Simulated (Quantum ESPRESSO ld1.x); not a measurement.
Results of a calculation; reference values are marked as such.
These are the eigenvalues of the occupied orbitals of an atom or ion with whole-number occupations (hartree). Code: ld1.x of Quantum ESPRESSO 7.5. Model: scalar-relativistic Kohn-Sham, LDA (Slater exchange, Perdew-Zunger correlation), spin-polarised, spherical densities, point nucleus.

1s up: -461.300
1s down: -461.287
2s up: -61.6397
2s down: -61.5523
2p up: -54.5775
2p down: -54.5053
3s up: -10.2022
3s down: -10.0733
3p up: -7.98193
3p down: -7.85269
3d up: -4.31694
3d down: -4.18057
4s up: -2.13069
4s down: -2.00415
4p up: -1.59735

Which element is it, and in what charge state? The configuration may be excited. Open shells, if any, are filled with parallel spins first.

Answer. Z = 34, selenium, charge +3: Se3+ in [Ar] 3d8 4s2 4p3. The list shows which subshells hold electrons but not how many an open one holds; the 1s level, -461.3 hartree, gives Z - s = 30.4 by -(Z - s)^2/2, which with screening and relativity narrows Z to a few neighbours, and the depths of the outer levels then fix element, charge and occupations together.
